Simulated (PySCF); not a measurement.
## Continuum solvent and chemical shifts

Cartesian coordinates in Å; atom numbers follow the order of the lines, from 1:
```xyz
20

C     3.1772   -0.0951   -0.6034
C     1.9067   -0.6066    0.0297
O     1.0111    0.4561    0.1792
C    -0.2374    0.0693    0.7070
C    -1.0327    1.2981    1.0504
C    -2.2648    1.4564    0.5484
C    -2.8455    0.4083   -0.3635
Si   -1.4101   -0.8230   -0.5428
H     3.6232    0.6953    0.0182
H     2.9678    0.3298   -1.5961
H     3.9101   -0.9071   -0.7168
H     1.4569   -1.4057   -0.5997
H     2.1194   -1.0723    1.0157
H    -0.0772   -0.5375    1.6257
H    -0.5727    2.0459    1.7052
H    -2.8586    2.3436    0.7976
H    -3.1811    0.8456   -1.3190
H    -3.7368   -0.0651    0.0839
H    -1.7879   -2.2165   -0.1505
H    -0.8229   -0.8497   -1.9167
```

GIAO PBE0/pcSseg-1 in PySCF 2.14 on one PBE0-D3(BJ)/def2-SVP conformer, non-relativistic, equivalent nuclei averaged. Solvents enter as an IEF-PCM continuum (chloroform with ε = 4.7) around the gas-phase geometry. Shifts are referred to TMS computed in the same medium.

Gas phase, δ in ppm: C5 144.9, C6 140.8, C4 77.1, C2 68.7, C1 17.5, C7 13.9, Si8 -28.9, H15 6.30, H16 6.07, H19 4.37, H20 4.21, H14 4.13, H13 3.23, H12 3.14. Dipole moment 0.91 D.

Task: How does each δ change in the continuum?

Result: 
| atoms | environment | Δδ, chloroform |
| --- | --- | --- |
| C5 | alkene CH | -0.3 |
| C6 | alkene CH | +2.5 |
| C4 | allylic sp3 CH bonded to O and Si | +0.6 |
| C2 | sp3 CH2 bonded to O | +0.5 |
| C1 | methyl carbon | +0.3 |
| C7 | allylic sp3 CH2 bonded to Si | +0.7 |
| Si8 | silicon bonded to 2 C, 2 H, in a 5-membered ring | +0.9 |
| H15 | hydrogen on an alkene CH | +0.01 |
| H16 | hydrogen on an alkene CH | +0.15 |
| H19 | hydrogen on a silicon bonded to 2 C, in a 5-membered ring | -0.04 |
| H20 | hydrogen on a silicon bonded to 2 C, in a 5-membered ring | -0.07 |
| H14 | hydrogen on an allylic sp3 CH bonded to O and Si | +0.13 |
| H13 | hydrogen on an sp3 CH2 bonded to O | +0.10 |
| H12 | hydrogen on an sp3 CH2 bonded to O | +0.07 |

Changes are relative to the gas phase. The dipole moment becomes 1.24 D in chloroform.

Task: Which of the listed nuclei move most (in ppm), and what does the model miss? (N and O are left out, as their reference compounds move with the solvent too.)

Result: C6 (alkene CH, +2.5 ppm) in chloroform. A continuum only polarises the solute; specific hydrogen bonds, the anisotropy of aromatic solvents and changes of geometry or conformer are outside it.
